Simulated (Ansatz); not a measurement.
HSi, SMILES [SiH] (connectivity only; charge and spin as stated), charge +1, multiplicity 1.

Coordinates come from a r2SCAN-D4/def2-TZVPD optimisation.

Two levels are set side by side: PBE/def2-TZVPD (Ansatz, a quantum-chemistry and plane-wave program) and ωB97X-V/def2-TZVPD (Ansatz). Energy differences of separate SCF runs at the same geometry; the states with an electron removed or added have multiplicity 2 and 2. Differences are taken from unrounded values.

```
quantity                           ωB97X-V
---------------------------------  -------
vertical ionisation energy (eV)      18.46
vertical electron affinity (eV)       7.90
vertical singlet–triplet gap (eV)     2.27
```

What does PBE give, and how far is it from ωB97X-V? (An estimate is asked for; the answer gives what the named calculation found.)


```tsv
quantity	PBE	PBE minus ωB97X-V
vertical ionisation energy (eV)	18.39	-0.07
vertical electron affinity (eV)	8.04	0.14
vertical singlet–triplet gap (eV)	2.02	-0.25
```
